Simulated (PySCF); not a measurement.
Work out the structure from these simulated measurements.

Elements present: C, F, H and O. Monoisotopic mass: 178.0605 u.

- 13C NMR: chemical shifts (computed TMS as zero) by class: 196.5 (1 C), 125.6 (1 C), 95.3 (1 C), 78.5 (1 C), 44.5 (1 C), 26.3 (1 C), 13.7 (1 C), 4.7 (1 C) ppm [GIAO PBE0/pcSseg-1]
- NMR, other nuclei: isotropic shieldings of nuclei other than C and H, by class: -308 (1 O), 255 (3 F) ppm [GIAO PBE0/pcSseg-1]
- Rotational structure: rotational constants A, B, C: 1.069, 0.728, 0.516 GHz [GFN2-xTB]
- 1H NMR: chemical shifts (computed TMS as zero) by class: 3.61 (1 H), 2.10 (3 H), 1.68 (1 H), 1.64 (1 H), 1.21 (3 H) ppm [GIAO PBE0/pcSseg-1]
- Dipole: 3.21 D [PBE0/pcSseg-1]

The electronic properties come from PySCF, for the isolated species, density fitting. Levels stand in brackets. The structure is a single GFN2-xTB conformer in the gas phase; no vibrational or solvent corrections. NMR classes are plain means over equivalent atoms (diastereotopic ones count apart unless rotation or inversion swaps them), as if these changed places fast.

Question: Which formula fits the mass and the elements?

Answer: C8H9F3O (calculated 178.0605). No other formula that holds each of these elements comes within 0.0003 u with a fitting electron parity and a possible valence count.

Question: Propose a structure and show how it fits.

Answer: Numbering: `[CH3:1][C:2]#[C:3][C@@H:4]([CH2:5][CH3:6])[C:7](=[O:8])[C:9]([F:10])([F:11])[F:12]`. Its formula, C8H9F3O, gives 3 degrees of unsaturation: 0 rings and 3 π bonds in the structure found. 8 carbons fall into 8 classes; from least to most shielded: ketone carbonyl carbon [C7] (196.5 ppm), CF3 carbon [C9] (125.6 ppm), alkyne carbon [C2] (95.3 ppm), alkyne carbon [C3] (78.5 ppm), sp3 carbon next to a carbonyl [C4] (44.5 ppm), chain CH2 carbon [C5] (26.3 ppm), methyl carbon [C6] (13.7 ppm), propargylic carbon [C1] (4.7 ppm). Hydrogen classes from least to most shielded: 1 H on an sp3 carbon next to a carbonyl, C4 (3.61 ppm), 3 H on a propargylic carbon, C1 (2.10 ppm), 1 H on a chain CH2 carbon, C5 (1.68 ppm), 1 H on a chain CH2 carbon, C5 (1.64 ppm), 3 H on a methyl carbon, C6 (1.21 ppm, a mean of values up to 0.8 ppm apart in this geometry). The other shieldings belong to: -308 ppm, ketone oxygen [O8]; 255 ppm, fluorine of a CF3 group [F10/F11/F12]. The optimised geometry has point group C1 and is an asymmetric top. Structure: `CC#C[C@@H](CC)C(=O)C(F)(F)F`. Computed isomers that give other values at the same levels: `O=C([C@@H]1C[C@@H]2C[C@@H]2C1)C(F)(F)F` (13C chemical shifts (computed TMS as zero) by class: 201.1 (1 C), 125.6 (1 C), 58.9 (1 C), 35.1 (2 C), 24.5 (1 C), 22.7 (2 C) ppm); `FC(F)(F)O[C@@]12C=C[C@@H](CC1)C2` (13C chemical shifts (computed TMS as zero) by class: 146.8 (1 C), 142.5 (1 C), 131.0 (1 C), 96.2 (1 C), 56.4 (1 C), 42.6 (1 C), 33.0 (1 C), 28.3 (1 C) ppm); `C=C=C(CCC)C(=O)C(F)(F)F` (13C chemical shifts (computed TMS as zero) by class: 235.0 (1 C), 188.5 (1 C), 126.2 (1 C), 107.1 (1 C), 84.7 (1 C), 34.6 (1 C), 28.6 (1 C), 17.0 (1 C) ppm). The assignments are read from this structure; whether some other isomer fits the data as well wasn't checked. The mirror image fits equally.

The values belong to the conformer `[CH3:1][C:2]#[C:3][C@@H:4]([CH2:5][CH3:6])[C:7](=[O:8])[C:9]([F:10])([F:11])[F:12]`: C3–C4–C5–C6 -66°, C3–C4–C7–O8 -115°, C4–C7–C9–F10 30°.
